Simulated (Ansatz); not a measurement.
One change: `CC1=C(Cl)[SiH2]1` becomes `CC1=C(F)[SiH2]1`.

Ansatz, PBE0-D4/def2-TZVP geometries, multiplicity 1. 

```
                                        property  `CC1=C(Cl)[SiH2]1`
size of the dipole moment (B3LYP/def2-TZVPP) / D                1.72
             LUMO energy (B3LYP/def2-TZVPP) / eV               -0.61
            HOMO–LUMO gap (PBE0/def2-TZVPP) / eV                7.08
           HOMO energy (ωB97M-V/def2-TZVPP) / eV               -9.59
         HOMO–LUMO gap (ωB97M-V/def2-TZVPP) / eV               10.94
  size of the dipole moment (PBE/def2-TZVPP) / D                1.64
```

**Question.** Give the same properties after the change, and the shifts. (Estimate.)

**Answer.** Computed: 
```json
{"property": "size of the dipole moment (B3LYP/def2-TZVPP) / D", "`CC1=C(F)[SiH2]1`": "1.68", "shift": "-0.04"}
{"property": "LUMO energy (B3LYP/def2-TZVPP) / eV", "`CC1=C(F)[SiH2]1`": "-0.45", "shift": "0.16"}
{"property": "HOMO–LUMO gap (PBE0/def2-TZVPP) / eV", "`CC1=C(F)[SiH2]1`": "7.40", "shift": "0.32"}
{"property": "HOMO energy (ωB97M-V/def2-TZVPP) / eV", "`CC1=C(F)[SiH2]1`": "-9.78", "shift": "-0.19"}
{"property": "HOMO–LUMO gap (ωB97M-V/def2-TZVPP) / eV", "`CC1=C(F)[SiH2]1`": "11.28", "shift": "0.34"}
{"property": "size of the dipole moment (PBE/def2-TZVPP) / D", "`CC1=C(F)[SiH2]1`": "1.55", "shift": "-0.09"}
```

With PBE0 the HOMO falls by 0.14 eV and the LUMO rises by 0.18 eV, so the gap widens by about 0.32 eV. PBE moves the HOMO by -0.09 eV and ωB97M-V by -0.19 eV. Dipoles are sizes alone; their direction can turn.

Positive LUMOs are unbound, so they and the gaps depend on the basis.

B3LYP here is the variant with VWN-RPA as its local correlation; programs differ in this.
